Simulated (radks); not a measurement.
The iridium ion Ir58+, configuration [Ar] 3d1. All-electron calculation, scalar-relativistic Kohn-Sham, exchange-only LDA, spin-polarised, spherical densities, point nucleus; open shells are filled with parallel spins first (spin-orbit coupling, left out, can overturn this in heavy ions). Program: a radial shooting solver on a logarithmic mesh with Libxc functionals.

Radial electron density D(r) = 4 pi r^2 rho(r):

r (bohr),D(r) (e/bohr),spin D(r)
0.0006522,4.801,-0.0000648
0.0008095,6.696,-0.0000902
0.001005,9.285,-0.000125
0.001247,12.78,-0.000171
0.001547,17.43,-0.000232
0.001921,23.51,-0.000310
0.002384,31.26,-0.000409
0.002958,40.85,-0.000528
0.003672,52.26,-0.000665
0.004557,65.10,-0.000811
0.005656,78.52,-0.000945
0.006963,90.62,-0.00102
0.008642,100.5,-0.000964
0.01073,105.6,-0.000513
0.01331,105.1,0.00104
0.01652,100.0,0.00576
0.0205,94.62,0.0194
0.02545,94.93,0.0572
0.03158,105.1,0.155
0.0392,122.0,0.386
0.04865,133.3,0.881
0.06038,124.8,1.81
0.07494,95.81,3.28
0.093,65.84,5.12
0.1154,56.75,6.64
0.1433,64.39,6.86
0.1778,62.36,5.36
0.2207,40.22,2.96
0.2739,15.58,1.06
0.3399,3.308,0.226
0.4218,0.3429,0.0249
0.5236,0.01492,0.00123

D(r) has 3 maxima, at r = 0.0117, 0.0502, 0.158 bohr, and minima at 0.0228, 0.112 bohr, inside which lie 1.91, 10.55 electrons.
